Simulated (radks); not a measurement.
Ru3+, configuration [Kr] 4d4 5d1 (not the ground configuration). Calculated with a radial shooting solver on a logarithmic mesh with Libxc functionals: Dirac Kohn-Sham, PBE, spin-unpolarised, spherical densities, finite nucleus; open shells fill j = l - 1/2 first; Fermi nuclear charge, rms radius 4.4809 fm.

Normalised radial functions P(r) = r R(r) (large component), r in bohr:

```
   r/bohr * 4p1/2, o 4d3/2 (the largest magnitude, 1.06, reaches the edge; | marks zero, & curves that meet)
 0.001323                             &
 0.001778                             &
 0.002391                             &
 0.003214                             &
 0.004287                             &
 0.005764                             &
 0.007749                             o*
  0.01042                             o*
   0.0139                             o *
  0.01868                             o  *
  0.02512                             o   *
  0.03377                             o     *
   0.0454                             |o      *
  0.06056                             | o      *
  0.08142                             |  o     *
   0.1095                             |     o*
   0.1472                             *        o
   0.1963                     *       |          o
   0.2639              *              |           o
   0.3548                 *           |       o
    0.477                             &
   0.6363                   o         |               *
   0.8554         o                   |                          *
     1.15      o                      |                         *
    1.546         o                   |               *
    2.062                o            |      *
    2.773                       o     | *
    3.728                           o *
    5.012                             &
    6.685                             &
    8.988                             &
    12.08                             &
```

4p1/2: eigenvalue -90.797 eV, 2 radial nodes at r = 0.148, 0.479 bohr, <r> = 1.08 bohr, 90 % of the charge inside 1.58 bohr. 4d3/2: eigenvalue -44.297 eV, 1 radial node at r = 0.479 bohr, <r> = 1.38 bohr, 90 % of the charge inside 2.11 bohr.
